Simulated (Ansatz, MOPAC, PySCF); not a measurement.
C$_{2}$H$_{7}$O$_{2}$Sb, SMILES `C[CH2][Sb]([OH])[OH]`, neutral singlet in the gas phase. In the def2 sets core potentials replace the inner electrons of Sb.

Z-matrix (Å, degrees):
```
C
H 1 1.1023
H 1 1.1026 2 107.10
C 1 1.5267 2 112.17 3 124.08
H 4 1.1015 1 111.03 2 174.72
H 4 1.1028 5 107.96 1 -122.65
H 4 1.1029 5 107.05 6 -115.12
Sb 1 2.1879 2 107.96 3 -110.87
O 8 2.0068 1 94.82 2 -176.05
H 9 0.9699 8 110.38 1 -44.35
O 8 2.0101 9 98.51 10 45.21
H 11 0.9680 8 110.81 9 91.08
```
Charge 0, multiplicity 1.

All levels are single points at this geometry (B3LYP-D3(BJ)/def2-SVP); Pople sets use spherical d functions. Orbital energies aren't observables, and empty levels follow the basis.

B3LYP/6-31G* (LANL2DZ on Sb) in PySCF gives dipole (D) = 1.32.

**Question.** Estimate the dipole (D) from each of these levels: CAM-B3LYP-D3(BJ)/def2-TZVP in Ansatz (a program for electronic structure); PBE-D3(BJ)/def2-TZVP in Ansatz; PBE0-D3(BJ)/def2-TZVP in Ansatz; HF/6-31G* (LANL2DZ on Sb) in PySCF; AM1 in MOPAC; PM3 in MOPAC; PM6 in MOPAC; PM7 in MOPAC.

**Answer.** 
```csv
level,dipole (D)
CAM-B3LYP-D3(BJ)/def2-TZVP in Ansatz,1.45
PBE-D3(BJ)/def2-TZVP in Ansatz,1.23
PBE0-D3(BJ)/def2-TZVP in Ansatz,1.35
HF/6-31G* (LANL2DZ on Sb) in PySCF,1.76
AM1 in MOPAC,2.02
PM3 in MOPAC,2.38
PM6 in MOPAC,1.76
PM7 in MOPAC,2.88
```
